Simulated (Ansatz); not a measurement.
Geometry optimisation, RKS revPBE-D4/STO-3G in Ansatz.

Input file:

```yaml
crystal:
  periodic: [false, false, false]
  atoms:
    - { symbol: C, position_ang: [1.4445, -0.1215, 1.3817] }
    - { symbol: C, position_ang: [0.5405, -0.0435, 0.5172] }
    - { symbol: Al, position_ang: [-0.8599, 0.0188, -0.8672] }
    - { symbol: Cl, position_ang: [-2.2634, -1.5819, -0.975] }
    - { symbol: Cl, position_ang: [-0.9634, 1.7564, -2.2194] }
    - { symbol: H, position_ang: [2.1438, -0.0923, 2.1166] }
basis:
  gaussian: { orbitals: STO-3G }
hamiltonian:
  xc: revpbe
  dispersion: d4
relax:
  f_tol: 0.02
  max_steps: 40
scf:
  lower_state_search: "off"
```

Launched with:

```bash
$ ansatz run input.yaml --threads 1 --pin off --max-ram 2048MiB --backend cpu --events-out ev --progress --plain --runs-dir out
```

Task: Where does it end, and by what steps?

Result: The forces met the threshold. Limits of this set-up: minimal basis. After 4 steps the energy has fallen by 0.534 eV; Cl5 moved furthest, 0.15 Å.

```
step  energy less start (eV)  largest force component (eV/Å)  accepted
   0                  0.0000                           5.107       yes
   1                 -0.5176                           0.835       yes
   2                 -0.5288                           0.195       yes
   3                 -0.5307                           0.156       yes
   4                 -0.5337                           0.005       yes
```

```xyz
6
Properties=species:S:1:pos:R:3
C 1.375 -0.077 1.333
C 0.501 -0.034 0.476
Al -0.819 0.030 -0.818
Cl -2.213 -1.501 -1.001
Cl -0.954 1.633 -2.134
H 2.153 -0.115 2.097
```

Whether the end is a true minimum wasn't checked by a vibrational analysis.

Run time: 6.5 s on 1 thread of Arm Neoverse V1, with other jobs on the host, peak memory 0.11 GiB.
